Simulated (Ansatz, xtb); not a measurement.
Molecule: CaS (charge 0, singlet). SMILES: [Ca]=[S]
Coordinates optimised at B3LYP-D3(BJ)/def2-TZVP (Ansatz, a quantum-chemistry and plane-wave program):
```xyz
2

Ca     0.0000     0.0000    -1.0302
S      0.0000     0.0000     1.2878
```

Harmonic wavenumbers from GFN2-xTB (xtb, at its own minimum), cm⁻¹: 410.

**Question.** Give the harmonic wavenumbers at B3LYP-D3(BJ)/def2-TZVP (Ansatz, finite differences of forces, unscaled).

**Answer.** 472 cm⁻¹. Zero-point energy 0.7 kcal/mol.

**Question.** From these and the geometry, give the ideal-gas thermochemistry at 298.15 K and 1 atm (rigid rotor, harmonic oscillator).

**Answer.** Point group C∞v, rotational symmetry number 1. Rotational constants 5.281, 5.281 GHz. S(trans) 38.74, S(rot) 16.04, S(vib) 0.73, S(elec, spin only) 0.00, S 55.5 cal/(mol K). H(298) - H(0) 2.23 kcal/mol; G - E(el) -13.6 kcal/mol.
